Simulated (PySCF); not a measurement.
CH10O2Si3, SMILES [Si@H](O)([Si@H](O)C)[SiH3].

Coordinates come from a ωB97X-D3(BJ)/def2-SVP optimisation. The structure was generated by enumeration; whether it is a known compound was not checked. Other conformers were not sampled.

Calculation: TDA-PBE/def2-SVPD in PySCF.

Vertical excitations. 

```csv
state,energy (eV),λ (nm),f,main pairs
S1,4.54,273,0.016,HOMO→LUMO 97 %
S2,5.30,234,0.016,HOMO→LUMO+1 85 %
S3,5.43,228,0.012,HOMO−1→LUMO 88 %
S4,5.68,218,0.001,HOMO−2→LUMO 96 %
S5,5.81,214,0.033,"HOMO→LUMO+2 46 %, HOMO→LUMO+3 41 %"
S6,5.87,211,0.042,"HOMO→LUMO+3 54 %, HOMO→LUMO+2 34 %"
T1,4.03,307,0,HOMO→LUMO 99 %
T2,4.91,252,0,HOMO→LUMO+1 95 %
```
Triplets are in the Tamm–Dancoff approximation.
